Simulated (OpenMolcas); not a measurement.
Yb3+: moving the ligands

Yb3+ with 6 ligands (chloride) in trigonal antiprismatic coordination (D3d) at 2.63 Å, a polar angle of 61.9° against the regular 54.74°. A charge of +0.5 e stands 3.2 Å behind each ligand. Ligand basis ANO-RCC-VDZP.

```
Program             : OpenMolcas
Method              : CASSCF
Basis               : ANO-RCC-VDZP [7s6p4d2f1g]
Scalar Hamiltonian  : DKH2, point nucleus
Active space        : 13 electrons in 7 orbitals (4f)
State averaging     : 2S+1 = 2 odd, 7 roots
Spin-orbit coupling : state interaction with AMFI integrals over the reference wave functions
```

Runs around this geometry, states (labels of D3, the rotations of D3d). Energies in cm-1 above the lowest state or level, χT in cm3 K/mol.

```
R (Å)  Ground state  First state of that spin  First gap with spin-orbit (degeneracies)  Width of lowest J  χT at 300 K
 2.49           2A2                 2A1 294.0                              203.7 (2, 2)                541        2.436
 2.63           2A2                 2A1 175.1                              197.3 (2, 2)                510        2.478
 2.74           2A2                 2A1 119.1                              194.9 (2, 2)                486        2.497
```

Taking the width of the lowest J multiplet as R^-n, n = -ln(486 / 541) / ln(2.74 / 2.49) = 1.1 between the shortest and longest distance.

Without dynamic correlation the ligand-field splitting of an f shell can come out too small, at times by half. No measured value stands beside these numbers; the geometry was imposed, not optimised, and the real ion may take another.
